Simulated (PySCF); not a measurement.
Compound: C₄H₃BO₂.
Numbering: `[CH:1]#[C:2][C:3]#[C:4][B:5]([OH:6])[OH:7]` (hydrogens: H8 on C1; H9 on O6; H10 on O7)

Cartesian coordinates in Å at the PBE0-D3(BJ)/def2-SVP level; atoms count from 1:
```xyz
10
C4H3BO2 angstrom
C      3.5068    0.0175   -0.1118
C      2.2900    0.0081   -0.1180
C      0.9204   -0.0033   -0.1241
C     -0.3042   -0.0091   -0.1293
B     -1.8532   -0.0131   -0.1313
O     -2.5532   -1.1638   -0.2756
O     -2.5583    1.1340    0.0130
H      4.5813    0.0347   -0.1072
H     -1.9849   -1.9339   -0.3618
H     -1.9946    1.9073    0.1005
```

The closed-shell ground state was solved at several levels (PySCF, density fitting, gas phase, non-relativistic).

| level | basis functions | total energy (Eh) | HOMO (eV) | LUMO (eV) | gap (eV) | dipole (D) |
| --- | --- | --- | --- | --- | --- | --- |
| PBE0/cc-pVDZ | 113 | -329.1572 | -7.54 | -1.45 | 6.09 | 2.56 |
| BLYP/pcSseg-2 | 294 | -329.5921 | -6.47 | -2.41 | 4.06 | 2.67 |
| LDA/pcSseg-2 | 294 | -326.9095 | -6.86 | -2.82 | 4.04 | 2.77 |
| PBE0/pcSseg-0 | 69 | -328.3933 | -7.97 | -1.68 | 6.29 | 3.79 |
| KT3/pcSseg-2 | 294 | -334.6352 | -6.63 | -2.52 | 4.11 | 2.60 |

What might PBE0/6-31G* (104 basis functions) give for the same quantities?

Total energy -329.1172 Eh, HOMO -7.41 eV, LUMO -1.31 eV, gap 6.10 eV, dipole 2.92 D.

Over all these levels, which gives the widest orbital gap and which the narrowest?

PBE0/pcSseg-0 (global hybrid, 25 % exact exchange) has the widest, 6.29 eV, and LDA/pcSseg-2 (LDA) the narrowest, 4.04 eV. Functional and basis both differ between the two, so the spread mixes both effects.

How much does the basis alone move the frontier levels among the 3 PBE0 rows (the withheld one included)?

The HOMO by 0.56 eV and the LUMO by 0.37 eV. By rising basis size (HOMO, LUMO in eV): pcSseg-0 -7.97, -1.68; 6-31G* -7.41, -1.31; cc-pVDZ -7.54, -1.45.

How far do the dipole and the HOMO energy spread over the levels?

The dipole runs from 2.56 to 3.79 D (mean 2.88 D) and the HOMO from -7.97 to -6.47 eV.

One conformer stands for the species.
